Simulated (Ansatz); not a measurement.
CdTe (SMILES [Cd]=[Te]), singlet, geometry from GFN2-xTB (such geometries of metal compounds can be far from the true shape) (core potentials on Cd, Te), with bond 1-2 at 1.4 times its length; CASSCF(2,2)/def2-SVP run with Ansatz (a program for electronic structure).

Here is a job for Ansatz.
Ansatz 0.2 input:
```yaml
crystal:
  periodic: [false, false, false]
  atoms:
    - {symbol: Cd, position_ang: [0.00000000, 0.00000000, -2.30527142]}
    - {symbol: Te, position_ang: [0.00000000, 0.00000000, 1.20275031]}
basis:
  gaussian:
    orbitals: def2-SVP
hamiltonian:
  xc: hf
magnetization: {spin_polarized: false}
correlation: {active_space: {window: {electrons: 2, orbitals: 2}}}
```

The log (banner, timings and long lists left out):

```
Functional definition: HF
661 factors; integrals over basis functions are off by at most 4.6e-4 eV
mean field evaluation 1: about -11802.1934 eV, gradient 1.5e1 eV
mean field evaluation 2: about -11802.2219 eV, gradient 1.5e1 eV
mean field evaluation 4: about -11803.9851 eV, gradient 2.6e0 eV
mean field evaluation 8: about -11804.0561 eV, gradient 2.4e-1 eV
mean field evaluation 16: about -11801.5182 eV, gradient 1.6e1 eV
mean field evaluation 32: about -11803.7418 eV, gradient 1.8e0 eV
mean field evaluation 64: about -11803.3327 eV, gradient 6.9e-2 eV
mean field -11804.05706987 eV, -433.7910962404 hartree, gradient 2.4e-6 eV, S^2 0.000000; 9 other end points of the search recorded, 0 dependent functions left out
reference -11804.05706987 eV, -433.7910962404 hartree; 22, 22 occupied and 35, 35 virtual orbitals, 661 factors
state -11804.51034625 eV, -433.8077538402 hartree
the orbitals are reached from a further start. From the first start the search ends at -11804.46203699 eV, -433.8059785076 hartree
Total energy: -11804.51034625 eV, -433.8077538402 hartree
```
